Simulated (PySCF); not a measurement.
# What a mistake does to a calculation on BCH6OSi

All numbers below are calculated, not measured. They come from PySCF 2.14.0, an open-source quantum chemistry program, on an isolated molecule that a program drew, which may never have been made. The molecule is BCH6OSi (charge 0, doublet), drawn as the SMILES string `[BH][SiH2]CO`.

Each row is a Hartree-Fock (HF) and frozen-core CCSD(T) single point in the cc-pV(D+d)Z basis, meant for a local HF minimum. Run 1 is clean. Each other run has one planted mistake out of seven kinds, and not every kind appears here: one electron removed, one electron added, multiplicity raised by two, geometry at a saddle point, minimal basis STO-3G, one bond length entered in bohr, all coordinates scaled. The reference is restricted for singlets and unrestricted otherwise, and also for a bond in bohr. Adding or removing an electron swaps singlet and doublet. Electrons count all cores. HOMO and LUMO are orbital energies over both spins, the gradient is its largest component, and the lowest frequency (negative if imaginary) is given only where the gradient is small. Bond lengths are over the 9 bonds as drawn. T1 is the CCSD diagnostic: over 0.02 (restricted) or 0.045 (unrestricted) a single reference is doubtful.

Geometry of the clean run:
```xyz
10
BCH6OSi, angstrom
B     1.2175    2.3609    0.4536
Si    0.2882    0.6641    1.0215
C    -1.5772    0.6238    0.6424
O    -1.8005    0.7150   -0.7549
H     0.9218    3.5048    0.2803
H     0.5226    0.5180    2.4847
H     0.8986   -0.5023    0.3301
H    -2.0721    1.4862    1.0922
H    -2.0601   -0.2654    1.0655
H    -1.5565   -0.1034   -1.1610
```

```
run,electrons,basis functions,<S^2>,HOMO (eV),LUMO (eV),gradient (hartree/bohr),lowest frequency (cm^-1),mean bond (Å),longest bond (Å),T1,HF (hartree),CCSD(T) (hartree),mistake
1,39,95,0.758,-8.79,1.18,1.9e-05,81,1.4047,2.016,0.0125,-429.74883,-430.30334,no fault
2,38,95,0.000,-15.69,-6.42,5.9e-02,-,1.4047,2.016,0.0244,-429.46892,-430.01857,one electron removed
3,39,30,0.754,-6.88,6.38,6.5e-02,-,1.4047,2.016,0.0071,-424.59587,-424.79462,minimal basis STO-3G
4,39,95,0.758,-8.90,1.04,6.4e-02,-,1.5367,2.206,0.0138,-429.68468,-430.25738,all coordinates scaled
5,39,95,1.486,-8.96,0.99,5.0e-02,-,1.5929,3.598,0.0494,-429.66564,-430.21272,?
6,40,95,0.000,0.18,7.71,5.3e-02,-,1.4047,2.016,0.0140,-429.69613,-430.28848,?
```

**Which mistake was planted in run 5, and what did it cost?**

The mean bond changes by a factor of 1.134 and the longest by 1.785, so the molecule wasn't scaled as a whole. A length L in bohr read as angstrom grows by (1/0.5292 - 1) L = 0.890 L. The 9 bonds together grew by 9 x 0.1882 = 1.694 Å, which gives L = 1.904 Å. That is bond Si2-C3, 1.904 Å in the clean geometry. So the mistake is: one bond length entered in bohr. Subtracting run 1 and multiplying by 627.51 kcal/mol a hartree, the energy moved by 52.2 kcal/mol in HF and 56.9 kcal/mol in CCSD(T).

**Which mistake was planted in run 6, and what did it cost?**

It counts 40 electrons, one more than the clean run, at the same geometry and basis. So the mistake is: one electron added. Subtracting run 1 and multiplying by 627.51 kcal/mol a hartree, the energy moved by 33.1 kcal/mol in HF and 9.3 kcal/mol in CCSD(T).

Cautions from the logs. Run 2: T1 is over the limit, so its CCSD(T) energy is less reliable; run 5: T1 is over the limit, so its CCSD(T) energy is less reliable; run 6: the HOMO is above zero, so the electron isn't bound and the energy depends on the basis.
